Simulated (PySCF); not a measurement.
C2H8BFN2.

```xyz
14

B      0.6090    -0.4595     0.1339
F      1.5201    -0.6286    -0.8556
N      0.8371    -1.1637     1.3405
H      0.2031    -1.1953     2.1249
H      1.6573    -1.7454     1.4471
N     -0.4889     0.4069    -0.1132
C     -0.7190     1.0015    -1.4127
C     -1.5012     0.7115     0.8688
H     -1.6778     0.6630    -1.8531
H     -0.7615     2.1063    -1.3500
H      0.0894     0.7278    -2.1017
H     -1.6674     1.8031     0.9437
H     -2.4797     0.2514     0.6240
H     -1.2048     0.3629     1.8680
```

Geometry optimised at B3LYP-D3(BJ)/def2-SVP. One conformer was computed; it need not be the lowest.

The numbers are results of PBE/pcSseg-1 (PySCF), not measurements. Non-relativistic, no solvent.

### Question
Give the absolute GIAO shielding of each atom: isotropic value and principal components (ppm). (Estimate from the structure and the level; the computed values follow.)

### Answer

```csv
atom,σ(iso),σ11,σ22,σ33,span
B1,75.8,53.2,84.1,90.1,36.8
F2,311.1,217.2,305.3,410.7,193.5
N3,214.8,184.8,209.1,250.5,65.7
H4,29.6,22.4,29.0,37.3,14.9
H5,29.4,23.4,26.2,38.7,15.3
N6,200.9,154.7,203.0,244.9,90.2
C7,142.7,116.0,131.7,180.5,64.5
C8,141.3,117.5,126.1,180.2,62.7
H9,29.0,24.7,26.6,35.6,10.9
H10,29.0,24.7,26.9,35.5,10.8
H11,27.7,22.7,27.8,32.4,9.7
H12,28.8,25.1,26.3,35.1,10.1
H13,28.7,24.6,26.2,35.1,10.5
H14,28.6,23.6,28.9,33.3,9.7
```
